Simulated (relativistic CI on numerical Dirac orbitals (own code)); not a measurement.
**Mn2+ in a cubic cluster: L2,3 absorption with charge transfer**

Computed with a charge-transfer multiplet model of a cubic metal-ligand cluster with up to 2 ligand holes, Slater and spin-orbit integrals from Dirac-Coulomb-Breit ions, Slater integrals scaled by 0.8. The ground state mixes d5 with configurations of k ligand holes L, whose averages lie at kΔ + k(k − 1)U_dd/2; a core hole lowers each added d electron by U_cd. 300 K, Lorentzian 0.4 eV and Gaussian 0.3 eV FWHM.

Atomic integrals in eV (Slater integrals scaled, ζ unscaled), ground: F2dd 8.204, F4dd 5.095, zeta_d 0.037; with the core hole: F2dd 8.873, F4dd 5.517, zeta_d 0.052, zeta_core 6.792, F2cd 5.084, G1cd 3.747, G3cd 2.127.

Cluster parameters (eV): Δ = 3.6, U_dd = 7.1, 10Dq = 1.5, 10Dq(ligand) = 0.5, V(eg) = 3, V(t2g) = -1.32, final-state hopping factor = 1.

```csv
Case,n_d,d5,d6L,d7L2,S
U_cd = 6.2 eV,5.54,0.52,0.43,0.06,0.51
U_cd = 8 eV,5.54,0.52,0.43,0.06,0.51
U_cd = 8.6 eV,5.54,0.52,0.43,0.06,0.51
```

Weights, n_d and S are thermal averages at 300 K. Photon energies count from the first peak over 30 % of the highest in each spectrum, which can be another peak from case to case. The parameters are a model scan and need not match a compound or its usual spin state. Peaks in eV (height, largest 100):
- U_cd = 6.2 eV: 0.0 (34), 1.8 (49), 3.2 (100), 4.9 (19), 10.7 (6), 13.0 (48)
- U_cd = 8 eV: 0.0 (36), 1.8 (49), 3.2 (100), 5.0 (15), 10.6 (5), 13.2 (51)
- U_cd = 8.6 eV: 0.0 (36), 1.9 (49), 3.2 (100), 5.1 (14), 10.6 (5), 13.3 (55), 14.7 (12)

Curve for U_cd = 8 eV (points under 2 left out, the grid thinned):

```csv
E (eV),Intensity
-1.2,2.1
-0.8,4.0
-0.4,12.5
0.0,36.1
0.4,15.1
0.8,10.5
1.2,13.2
1.6,37.3
1.9,48.6
2.3,41.5
2.7,65.5
3.1,98.8
3.5,71.3
3.9,33.4
4.3,21.7
4.7,15.0
5.1,15.0
5.5,10.1
5.9,5.1
6.3,3.9
6.7,4.0
7.1,3.7
7.4,3.0
7.8,3.0
8.2,3.7
8.6,3.5
9.0,2.9
9.4,2.7
9.8,3.2
10.2,4.0
10.6,5.4
11.0,4.6
11.4,5.7
11.8,9.8
12.2,18.9
12.6,30.5
13.0,46.1
13.3,50.1
13.7,28.2
14.1,17.6
14.5,12.1
14.9,10.4
15.3,6.6
15.7,3.7
16.1,2.2
```

For the case U_cd = 8 eV, Δ = 3.6 eV is smaller than U_dd = 7.1 eV, the charge-transfer side of the Zaanen-Sawatzky-Allen scheme. With the core hole the configuration with one ligand hole lies at Δ + U_dd − U_cd = 4.5, 2.7, 2.1 eV from the one without, in the order of the table; where this is negative the screened configuration lies lower, though the effective hopping of about 5.7 eV (from the holes of the mixed ground state) mixes the two strongly wherever it is as large as the gap.
